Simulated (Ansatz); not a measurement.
Born–Oppenheimer molecular dynamics of F₃H₂HfN (7 atoms, charge 0, multiplicity 1). It goes on from the last frame of an earlier run, with new velocities.

Method: Ansatz, RKS PBE-D4/def2-SVP.

```yaml
ensemble: NVT, Langevin thermostat
time_step: 0.5 fs
steps_asked: 150
set_temperature: 400 K
friction: 0.02 /fs
temperature_schedule: 37 steps to 400 K, then 113 steps to 1200 K
seed: 772429
```

Frames 0.5 fs apart, positions in Å, forces in eV/Å.

Velocities at 25 fs (Å/ps):

```
Hf 0.95 -0.60 -1.01
F 1.91 -2.96 -0.81
F 6.45 -5.47 1.34
F 1.92 3.25 3.93
N -5.82 0.18 1.41
H -24.73 2.94 12.85
H 37.80 14.68 36.28
```

```xyz
7
Properties=species:S:1:pos:R:3:forces:R:3 time_fs=25 energy_less_start_eV=-0.082 T=395
Hf -0.008 -0.040 -0.038 -0.25 0.32 1.17
F 0.194 -0.078 1.889 -0.17 0.00 -0.47
F 1.839 -0.157 -0.504 0.34 0.01 -0.38
F -0.992 1.576 -0.486 0.19 -0.39 -0.13
N -0.989 -1.742 -0.534 -0.18 -0.81 -0.20
H -1.912 -1.795 -0.973 -0.31 0.37 -0.13
H -0.777 -2.749 -0.397 0.38 0.50 0.14
7
Properties=species:S:1:pos:R:3:forces:R:3 time_fs=25.5 energy_less_start_eV=-0.095 T=405
Hf -0.008 -0.040 -0.038 -0.20 0.34 1.15
F 0.195 -0.079 1.888 -0.17 0.00 -0.48
F 1.843 -0.160 -0.503 0.28 0.00 -0.36
F -0.991 1.578 -0.484 0.20 -0.41 -0.12
N -0.992 -1.742 -0.533 -0.30 -0.73 -0.24
H -1.924 -1.792 -0.967 -0.05 0.27 -0.01
H -0.759 -2.742 -0.378 0.25 0.52 0.07
7
Properties=species:S:1:pos:R:3:forces:R:3 time_fs=26 energy_less_start_eV=-0.102 T=469
Hf -0.007 -0.041 -0.039 -0.15 0.37 1.13
F 0.196 -0.081 1.888 -0.18 0.00 -0.49
F 1.846 -0.162 -0.503 0.19 0.00 -0.34
F -0.990 1.579 -0.482 0.21 -0.43 -0.12
N -0.995 -1.741 -0.532 -0.40 -0.71 -0.26
H -1.937 -1.788 -0.960 0.21 0.17 0.10
H -0.741 -2.736 -0.359 0.10 0.60 -0.02
7
Properties=species:S:1:pos:R:3:forces:R:3 time_fs=26.5 energy_less_start_eV=-0.103 T=470
Hf -0.007 -0.041 -0.039 -0.08 0.41 1.08
F 0.196 -0.082 1.886 -0.18 -0.01 -0.48
F 1.851 -0.166 -0.503 0.10 0.00 -0.32
F -0.989 1.582 -0.480 0.23 -0.46 -0.11
N -0.998 -1.740 -0.532 -0.47 -0.73 -0.25
H -1.950 -1.784 -0.951 0.45 0.07 0.20
H -0.723 -2.730 -0.339 -0.06 0.71 -0.12
7
Properties=species:S:1:pos:R:3:forces:R:3 time_fs=27 energy_less_start_eV=-0.099 T=502
Hf -0.006 -0.042 -0.040 -0.01 0.45 1.03
F 0.197 -0.083 1.885 -0.18 -0.01 -0.46
F 1.855 -0.169 -0.503 0.02 0.00 -0.31
F -0.988 1.584 -0.478 0.24 -0.49 -0.10
N -1.001 -1.740 -0.532 -0.48 -0.71 -0.22
H -1.962 -1.780 -0.940 0.62 -0.02 0.27
H -0.706 -2.722 -0.318 -0.21 0.78 -0.20
7
Properties=species:S:1:pos:R:3:forces:R:3 time_fs=27.5 energy_less_start_eV=-0.094 T=460
Hf -0.006 -0.042 -0.041 0.05 0.48 0.97
F 0.198 -0.085 1.883 -0.18 -0.01 -0.44
F 1.858 -0.172 -0.503 -0.06 0.00 -0.29
F -0.986 1.586 -0.476 0.25 -0.51 -0.10
N -1.004 -1.740 -0.531 -0.42 -0.62 -0.17
H -1.971 -1.778 -0.929 0.70 -0.12 0.29
H -0.689 -2.713 -0.297 -0.34 0.79 -0.28
7
Properties=species:S:1:pos:R:3:forces:R:3 time_fs=28 energy_less_start_eV=-0.088 T=468
Hf -0.006 -0.043 -0.041 0.10 0.50 0.91
F 0.199 -0.086 1.881 -0.18 -0.02 -0.41
F 1.862 -0.175 -0.502 -0.14 0.00 -0.27
F -0.985 1.588 -0.475 0.26 -0.53 -0.09
N -1.008 -1.741 -0.531 -0.31 -0.48 -0.10
H -1.978 -1.775 -0.918 0.71 -0.21 0.29
H -0.673 -2.702 -0.277 -0.44 0.73 -0.33
7
Properties=species:S:1:pos:R:3:forces:R:3 time_fs=28.5 energy_less_start_eV=-0.080 T=455
Hf -0.005 -0.044 -0.042 0.14 0.52 0.85
F 0.200 -0.087 1.879 -0.18 -0.02 -0.39
F 1.865 -0.178 -0.502 -0.20 0.00 -0.26
F -0.983 1.589 -0.473 0.27 -0.55 -0.09
N -1.011 -1.741 -0.531 -0.19 -0.32 -0.03
H -1.984 -1.774 -0.907 0.71 -0.29 0.29
H -0.657 -2.689 -0.257 -0.54 0.66 -0.38
7
Properties=species:S:1:pos:R:3:forces:R:3 time_fs=29 energy_less_start_eV=-0.070 T=496
Hf -0.005 -0.044 -0.042 0.17 0.53 0.78
F 0.200 -0.088 1.877 -0.18 -0.03 -0.35
F 1.868 -0.182 -0.502 -0.26 0.00 -0.25
F -0.980 1.591 -0.471 0.27 -0.55 -0.09
N -1.015 -1.741 -0.531 -0.04 -0.19 0.05
H -1.991 -1.774 -0.896 0.68 -0.36 0.28
H -0.642 -2.676 -0.237 -0.64 0.61 -0.43
7
Properties=species:S:1:pos:R:3:forces:R:3 time_fs=29.5 energy_less_start_eV=-0.059 T=502
Hf -0.005 -0.045 -0.042 0.19 0.53 0.70
F 0.200 -0.090 1.875 -0.18 -0.03 -0.28
F 1.870 -0.187 -0.501 -0.30 0.00 -0.24
F -0.977 1.591 -0.470 0.27 -0.55 -0.09
N -1.018 -1.741 -0.531 0.15 -0.08 0.14
H -1.996 -1.775 -0.883 0.59 -0.43 0.25
H -0.627 -2.662 -0.217 -0.73 0.56 -0.47
7
Properties=species:S:1:pos:R:3:forces:R:3 time_fs=30 energy_less_start_eV=-0.050 T=532
Hf -0.004 -0.045 -0.043 0.21 0.52 0.60
F 0.200 -0.091 1.871 -0.17 -0.03 -0.21
F 1.873 -0.191 -0.501 -0.33 0.00 -0.23
F -0.974 1.592 -0.469 0.26 -0.53 -0.09
N -1.022 -1.740 -0.531 0.39 0.07 0.23
H -2.000 -1.778 -0.869 0.43 -0.48 0.19
H -0.615 -2.645 -0.197 -0.78 0.46 -0.49
7
Properties=species:S:1:pos:R:3:forces:R:3 time_fs=30.5 energy_less_start_eV=-0.042 T=475
Hf -0.004 -0.046 -0.043 0.24 0.51 0.49
F 0.199 -0.093 1.868 -0.16 -0.04 -0.12
F 1.875 -0.194 -0.500 -0.37 -0.01 -0.22
F -0.971 1.592 -0.468 0.24 -0.51 -0.09
N -1.026 -1.740 -0.532 0.62 0.27 0.30
H -2.002 -1.783 -0.855 0.22 -0.53 0.12
H -0.605 -2.627 -0.178 -0.79 0.30 -0.48
```

Of the whole run (75 fs, mean temperature of the second half 549 K): The schedule's set-point averaged 935 K over the second half and the system 549 K, so it lags behind the ramp. A run of 0.075 ps of so small a system gives no equilibrium averages.

The run took 8.7 min on 1 thread of Arm Neoverse V1, with other jobs on the host, peak memory 0.18 GiB.
